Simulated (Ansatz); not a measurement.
`C[CH2][GaH][NH2]` → `[CH2]` (triplet) + `[CH3][GaH][NH2]` at 700 K and 1 bar (formal loss of a carbene).

Calculated with Ansatz (gas phase, PBE0-D4/def2-TZVP geometries, no zero-point term in ΔE). CCSD(T)/CBS is the MP2 limit (def2-TZVPP, def2-QZVPP) plus CCSD(T) − MP2 in def2-TZVPP, frozen cores. This one scheme is used for every species. Triplets are unrestricted, without spin–orbit coupling. For Ga outer-core shells are correlated without core-valence functions, which leaves a few kJ/mol of doubt a bond. Scalar relativity is left out up to krypton. One conformer a species, not always the lowest.

```
           species  CCSD(T)/CBS energy (Eh)  H − E (kJ/mol)  S (J/(mol·K))
`C[CH2][GaH][NH2]`              -2059.58601           336.1          470.1
 `[CH2]` (triplet)                -39.09499            70.4          226.8
 `[CH3][GaH][NH2]`              -2020.32995           244.0          418.6
```

H − E and S are ideal-gas, rigid-rotor, harmonic terms from PBE0-D4/def2-TZVP, for one conformer and one mirror image of each species, with the whole ground term of open shells counted as degenerate. 1 Eh = 2625.50 kJ/mol, R = 8.31446 J/(mol·K).

Question: By hand: ΔE, ΔH, ΔS and ΔG.

Answer: ΔE = (-39.09499) + (-2020.32995) − (-2059.58601) = 0.16107 Eh = 422.9 kJ/mol. Δ(H − E) = 70.4 + 244.0 − 336.1 = -21.7, so ΔH = 401.2 kJ/mol. ΔS = 226.8 + 418.6 − 470.1 = 175.3 J/(mol·K). ΔG = 401.2 − 700 × (175.3)/1000 = 278.5 kJ/mol.

Question: By hand: the equilibrium constant, and the temperature at which ΔG would vanish if ΔH and ΔS stayed fixed.

Answer: log₁₀ K = −ΔG/(RT ln 10) = -20.8. ΔG = 0 at ΔH/ΔS = 2289 K.

The number of gas molecules changes by +1, which sets the sign of ΔS. A doubt of 5 kJ/mol in ΔE shifts log₁₀ K by 0.4 here. Other conformers and mirror images would add mixing entropy, several J/(mol·K) or more a flexible species. Modes under 60 cm⁻¹, often nearly free rotors, make the harmonic entropy too high. A triplet takes part, so the spin changes. These are equilibria of isolated gas molecules and say nothing of rates. Largest T1 diagnostic: 0.013 (customary marks: 0.02 for closed shells, 0.045 for open ones).
